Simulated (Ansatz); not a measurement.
Ligand exchange: CH3Na + SiH(CH3)(OH)(SiH3) → NaOH + SiH(CH3)2(SiH3)

Gas-phase species: CH3Na `[CH3][Na]`, singlet; SiH(CH3)(OH)(SiH3), singlet; NaOH `[OH][Na]`, singlet; SiH(CH3)2(SiH3), singlet. The partners trade CH3 for OH: Na–CH3 and Si–OH bonds give way to Na–OH and Si–CH3.

Shapes, held fixed at every level: PBE0-D4/def2-TZVP. Flexible molecules stand in one conformer, not always the lowest. Programs: Ansatz 0.2.0. The zero-point and thermal change to 298 K, harmonic and unscaled (PBE0-D4/def2-TZVP), is +4.3 kJ/mol.

```tsv
level	kind	ΔH(298 K) (kJ/mol)	less CCSD(T)/def2-TZVPP
HF/def2-SVP	Hartree–Fock	-40.5	-8.7
PBE0-D4/def2-TZVPP	global hybrid	-32.8	-1.0
r2SCAN0-D4/def2-TZVPP	global hybrid	-38.9	-7.1
MP2/def2-SVP	perturbation theory	-50.2	-18.4
MP2/def2-TZVPP	perturbation theory	-37.3	-5.5
CCSD(T)/def2-SVP	coupled cluster or CI	-46.2	-14.4
CCSD/def2-SVP	coupled cluster or CI	-47.1	-15.3
CCSD(T)/def2-TZVPP	coupled cluster or CI	-31.8	0.0
```

The highest level, CCSD(T)/def2-TZVPP, gives ΔH(298 K) = -31.8 kJ/mol; the levels span -50.2 to -31.8. The column of differences is taken from that level and isn't an error. No measured value is set beside it here. Outer-core shells of Na are correlated, in sets that cover them unevenly. Sets without diffuse functions underbind ionic bonds of s-block metals.
